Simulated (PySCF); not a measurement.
Species: C6H9NO2Si.
SMILES: `CC(=O)O[SiH2]N1C=CC=C1`

Computed, not measured: PySCF 2.14.0, density-fitted response routines, TDDFT PBE0/def2-SVPD, vertical, gas phase, core orbitals frozen in the response. Geometry: PBE0-D3(BJ)/def2-SVP, one conformer, isolated molecule. Torsions of this conformer, `[CH3:1][C:2](=[O:3])[O:4][SiH2:5][n:6]1[cH:7][cH:8][cH:9][cH:10]1`: C1–C2–O4–Si5 179°, C2–O4–Si5–N6 180°, O4–Si5–N6–C7 2°.

```tsv
state	E (eV)	λ (nm)	f	|μ| (D)	main configurations (H = HOMO, L = LUMO)
S1	5.16	240.4	0.0059	0.55	H→L (100%)
S2	5.29	234.3	0.0030	0.39	H→L+1 (96%)
S3	5.79	214.0	0.0001	0.05	H→L+3 (90%)
S4	5.87	211.2	0.0007	0.18	H-2→L (98%)
S5	6.02	205.8	0.014	0.78	H-1→L (97%)
S6	6.14	202.0	0.0044	0.44	H-1→L+1 (92%)
S7	6.18	200.8	0.105	2.12	H→L+2 (91%)
S8	6.48	191.4	0.033	1.15	H-1→L+2 (54%), H→L+7 (25%), H→L+4 (13%)
S9	6.51	190.5	0.0096	0.62	H→L+4 (72%), H-1→L+2 (10%)
S10	6.55	189.2	0.0021	0.29	H→L+5 (84%)
```

Triplets, Tamm–Dancoff:

```tsv
state	E (eV)	λ (nm)	main configurations (H = HOMO, L = LUMO)
T1	4.10	302.1	H→L+2 (90%)
T2	5.13	241.8	H→L (79%)
T3	5.24	236.6	H→L+1 (92%)
T4	5.28	234.7	H-1→L+2 (58%), H→L+7 (16%), H→L (15%)
```

The lowest singlet lies at 5.16 eV (240 nm, ultraviolet) and is weak; its leading configuration is HOMO→LUMO (100%). The strongest level in the table is S7 at 6.18 eV (201 nm, f = 0.105). Löwdin shares by element: HOMO carbon 84% or more (atoms not listed hold the other 16%); LUMO carbon 46% or more, oxygen 40%. Weighted by f, the mean energy of these states is 6.19 eV. The oscillator strengths of these states sum to 0.177; summed over the whole spectrum of an exact calculation they would give the number of electrons, 82 (Thomas–Reiche–Kuhn). Of the 10 states listed, 3 reach f = 0.01 and 1 stays under 0.0005. All these states lie below the vertical ionisation energy of 8.19 eV (ΔSCF). Only the lowest 10 singlets were computed, as vertical energies without vibronic structure.
